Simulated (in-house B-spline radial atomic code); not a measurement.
**Ionising Kr III (Kr2+) with different functionals**

Computed with a radial B-spline atomic code at the basis-set limit: four-component Dirac-Coulomb Hamiltonian, Fermi nucleus of rms radius 4.1884 fm, spin-restricted, spherical fractional occupations for the functionals. The ionisation energy is the difference of two self-consistent energies, [Ar] 3d10 4s2 4p4 → [Ar] 3d10 4s2 4p3, without Breit or QED terms; ε is the level of the shell that loses the electron (mean over j). The electron is taken from both j subshells in proportion to 2j + 1, so the result is a j average, not the step between ground levels.

Hybrids are left out here: with spherical fractional occupations of an open shell their exact exchange keeps a self-interaction that integer-occupation calculations don't have.

```json
{"method": "LDA VWN5", "rung": "LDA", "ΔSCF (eV)": "37.29", "-ε(4p) (eV)": "31.16"}
{"method": "relativistic LDA", "rung": "LDA", "ΔSCF (eV)": "?", "-ε(4p) (eV)": "?"}
{"method": "LDA PW92", "rung": "LDA", "ΔSCF (eV)": "37.28", "-ε(4p) (eV)": "31.16"}
{"method": "LDA exchange-only", "rung": "LDA", "ΔSCF (eV)": "35.80", "-ε(4p) (eV)": "29.71"}
{"method": "PBE", "rung": "GGA", "ΔSCF (eV)": "37.08", "-ε(4p) (eV)": "30.98"}
{"method": "PBEsol", "rung": "GGA", "ΔSCF (eV)": "37.10", "-ε(4p) (eV)": "30.99"}
{"method": "BLYP", "rung": "GGA", "ΔSCF (eV)": "36.94", "-ε(4p) (eV)": "30.82"}
{"method": "RPBE", "rung": "GGA", "ΔSCF (eV)": "37.04", "-ε(4p) (eV)": "30.95"}
{"method": "PW91", "rung": "GGA", "ΔSCF (eV)": "37.17", "-ε(4p) (eV)": "31.06"}
{"method": "BP86", "rung": "GGA", "ΔSCF (eV)": "?", "-ε(4p) (eV)": "?"}
{"method": "AM05", "rung": "GGA", "ΔSCF (eV)": "37.08", "-ε(4p) (eV)": "30.97"}
{"method": "OLYP", "rung": "GGA", "ΔSCF (eV)": "37.09", "-ε(4p) (eV)": "30.98"}
```

Q: What does relativistic LDA give?

A: ΔSCF 37.28 eV, and -ε(4p) = 31.15 eV.

Q: What does BP86 give?

A: ΔSCF 37.21 eV, and -ε(4p) = 31.10 eV.

Q: How do they compare with the NIST value?

A: NIST lists 35.84 eV ± 0.02 (measured, ground level to ground level). Errors run from -0.03 to +1.45 eV. The correlated functionals all miss on the same side by more than they spread, so the cause is common to them (Breit-QED terms, spin polarisation, the choice among j levels, multiplet and fine-structure energies, or a listed next ion that isn't the cheapest removal here) and closeness doesn't rank the functionals.
